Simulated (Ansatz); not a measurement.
Relative stability

The two ends of one reaction step of SiNH₅OF₂, singlet (PBE0-D4/def2-TZVP).

A:

```
10
angstrom
Si -0.7387 -0.7815 -0.5110
N 0.9344 -0.5133 -0.3676
F -1.1100 -2.2196 -1.0733
F -1.3494 -0.7507 0.9531
H -1.3544 0.2304 -1.3752
H 0.6796 1.3183 0.6814
O 0.2711 2.1461 0.9682
H 1.4423 -0.1953 -1.1797
H 1.5034 -1.1350 0.1881
H -0.2782 1.9005 1.7160
```

B:

```xyz
10
angstrom
Si -0.8302 -0.0711 0.0066
N 1.2291 -0.1453 -0.5290
F -0.6737 -1.6719 0.0253
F -2.3937 -0.0101 0.4616
H -0.9896 0.5460 -1.3264
H 1.5921 0.7902 -0.6725
O -0.1910 0.7719 1.2771
H 1.3835 -0.6924 -1.3681
H 1.7471 -0.5688 0.2334
H -0.8735 1.0512 1.8918
```

Computed with Ansatz 0.2.0 (basis: def2-TZVPP); correlated methods freeze the cores. B3LYP uses VWN-RPA correlation.

(1) Which structure is lower at CCSD(T), and by how much? (An estimate is asked for; the value comes from the calculation.)

No T1 diagnostic of these runs exceeds 0.011.

Results:

(1) The calculation gives: B, by 61.2 kJ/mol (electronic energy, against the other). By their contacts, A is a complex of SiNH₃F₂ ([NH2][SiH]([F])[F]) + H₂O and B is SiNH₅OF₂ ([NH3][SiH]([OH])([F])[F]).

All methods give the same order:

```csv
method,E(B) − E(A) (kJ/mol)
SPW92,-78.4
PBE-D4,-58.0
BLYP-D4,-49.7
r2SCAN-D4,-66.7
B97M-V,-66.0
PBE0-D4,-61.3
B3LYP-D4,-53.9
r2SCAN0-D4,-67.4
BHLYP-D4,-58.7
CAM-B3LYP-D4,-59.5
wB97X-V,-62.7
wB97M-V,-63.7
B2PLYP,-56.9
PBE-QIDH,-64.9
RPA on PBE,-59.6
HF,-47.7
MP2,-61.3
CCSD,-59.7
CCSD(T),-61.2
```

Labels in which every atom is bracketed show which atoms are joined, not bond orders.

For scale, one of the runs: CCSD(T)/def2-TZVPP, 236 basis functions, launched by `ansatz run in.yaml --threads 4 --pin off --events-out ev --progress --plain --max-ram 9574MiB`. Time: 2.7 min of wall clock on 4 CPU threads of an Arm Neoverse V1; the host was shared. Peak host memory: 4.6 GiB.
